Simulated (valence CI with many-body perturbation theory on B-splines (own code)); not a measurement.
**Forbidden lines of Cd16+**

Level of theory: relativistic CI+MBPT: four valence electrons over a frozen Dirac-Fock core [Ar] 3d10, a basis of 11 s, 11 p, 9 d, 7 f, 5 g, 2 h, 1 i functions for each j, with the one-electron correlation potential Σ1 (screened to all orders), the two-electron term Σ2, the three-electron term Σ3, Breit, model QED; selected single and double excitations, second order for the rest (own B-spline code, finite nucleus).

No measured levels were compared; by estimate levels hold to about 250 cm⁻¹ or 0.2 % of their energy and the worst to 1 %, as in measured heavy ions of charge 2 to 7; those with d or f electrons hold less well.

Lines 1 to 14 of 14 in falling wavelength, among levels below 1077700 cm⁻¹, chosen from the decays that carry over 1 % of a level's rate. Wavelengths and rates use the calculated energies, so an error of 1000 cm⁻¹ moves a line at 1590 Å by 1.6 % and its rate by three times that or more. Electric multipoles are in the length gauge, E1 and E2 with the static RPA response of the core. Weak lines are less certain than strong ones. Lines between different terms over intervals too small for the method are left out, as are lines whose strength nearly cancels. Branching is blank where the lifetime is uncertain.

Names give the largest LS component (configuration and term), which can be under half, so a name can repeat, a term be missing and a line seem to break the LS rules; names also repeat where a configuration has a term twice.

```tsv
λ vac (Å)	Upper	Lower	Type	A (s⁻¹)	Branch %
6708	4s2 4p2 3P_2	4s2 4p2 3P_1	M1	2.38e+01	74.0
2224	4s2 4p 4d 3F°_4	4s2 4p 4d 3F°_3	M1	1.67e+03	
1975	4s2 4p2 3P_1	4s2 4p2 3P_0	M1	1.94e+03	100.0
1590	4s2 4p2 1D_2	4s2 4p2 3P_2	M1	2.51e+03	45.5
1526	4s2 4p2 3P_2	4s2 4p2 3P_0	E2	8.36e+00	26.0
1285	4s2 4p2 1D_2	4s2 4p2 3P_1	M1	2.98e+03	54.0
981.2	4s2 4p2 1S_0	4s2 4p2 3P_2	E2	2.15e+02	1.5
856.0	4s2 4p2 1S_0	4s2 4p2 3P_1	M1	1.46e+04	98.5
545.5	4s2 4p 4d 3F°_4	4s 4p3 3P°_2	E2	7.23e+01	
433.4	4s2 4p 4d 3F°_4	4s 4p3 3D°_3	M1	1.27e+02	
400.1	4s2 4p 4d 3F°_4	4s 4p3 3D°_2	E2	1.88e+02	
311.2	4s2 4p 4d 3F°_4	4s 4p3 5S°_2	E2	3.01e+02	
189.5	4s2 4p 4d 3F°_4	4s2 4p2 1D_2	M2	2.34e+02	
169.3	4s2 4p 4d 3F°_4	4s2 4p2 3P_2	M2	4.33e+01
```
